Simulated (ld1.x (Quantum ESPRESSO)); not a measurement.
# What one change does to a pseudopotential (Ar (Z = 18), ultrasoft)

```json
{
 "Element": "Ar",
 "Generator": "ld1.x (Quantum ESPRESSO) 7.5",
 "Type": "ultrasoft",
 "Functional": "PBE",
 "Relativity": "scalar-relativistic",
 "Frozen core": "[Ne]",
 "Valence charge": "8",
 "Reference configuration": "3s2 3p6",
 "Partial waves": "3s (bound): rcut 0.85, rcutus 1.05 bohr; 3s channel at 3 Ry: rcut 0.85, rcutus 1.05 bohr; 3p (bound): rcut 0.90, rcutus 1.20 bohr; 3p channel at 2.95 Ry: rcut 0.90, rcutus 1.20 bohr; 3d channel at 0.05 Ry: rcut 1.05, rcutus 1.20 bohr; 3d channel at 2.35 Ry: rcut 1.05, rcutus 1.20 bohr",
 "Local potential": "all-electron potential smoothed inside 1.00 bohr (lloc = -1)",
 "Core correction": "none",
 "Augmentation charge": "built from norm-conserving waves at rcut, not smoothed further"
}
```

All-electron outer shells of the reference configuration (PBE, scalar-relativistic, ld1.x):

```
shell  level (eV)  outermost node (bohr)  outermost maximum (bohr)
   2s     -296.99                   0.12                      0.34
   2p     -229.89                      –                      0.28
   3s      -24.29                   0.52                      1.17
   3p      -10.27                   0.49                      1.30
```

Change: type TM; waves now 3s (bound): rc 1.05 bohr; 3p (bound): rc 1.20 bohr; 3d channel at 0.05 Ry: rc 1.20 bohr; local potential the d channel.

Cutoffs: the cutoffs (Ry, on a coarse ladder) from which the occupation-weighted sum of valence levels, in a spherical-Bessel basis at the reference potential, stays within 10 and 1 mRy of its value at 400 Ry; they do not see the model core or the augmentation charge, which bear on the density cutoff. Errors are all-electron minus pseudo energies relative to the spin-unpolarised reference configuration.

Q: How do hardness, ghosts and transferability respond?

A: The potential gets harder (35 Ry and 70 Ry → 60 Ry and 140 Ry); of the 6 tests that both files solve, the error grows in 4 and shrinks in 1 by more than 15 % and 0.3 meV (median size 9.5 → 25.3 meV); the range in which the s phases agree narrows (upper end at the end of the scan → 0.3); neither file shows a bound ghost. Several settings change at once here, so the effects cannot be laid on one of them.

```csv
quantity,base,changed
"cutoff, loose",35 Ry,60 Ry
"cutoff, tight",70 Ry,140 Ry
loose cutoff by channel (10 mRy a level),"s 30 Ry, p 18 Ry","s 35 Ry, p 15 Ry"
bound ghosts,none,none
"error for 3s2 3p5, meV [ΔE 16.06 eV]",-0.6,+5.7
"error for 3s2 3p4, meV [ΔE 44.72 eV]",+4.8,+43
"error for 3s2 3p3, meV [ΔE 87.30 eV]",+30,+163
"error for 3s1 3p6, meV [ΔE 30.67 eV]",+14,+7.3
"error for 3s2 3p2, meV [ΔE 144.94 eV]",+101,+450
"error for 3s2 3p5.5, meV [ΔE 6.55 eV]",-0.6,+0.7
s: phases at 1.30 bohr within 0.05 rad from the reference energy up to (Ry; the scan ends near 5),to the end of the scan,0.3
p: phases at 1.30 bohr within 0.05 rad from the reference energy up to (Ry; the scan ends near 5),to the end of the scan,to the end of the scan
d: phases at 1.30 bohr within 0.05 rad from the reference energy up to (Ry; the scan ends near 5),to the end of the scan,to the end of the scan
```
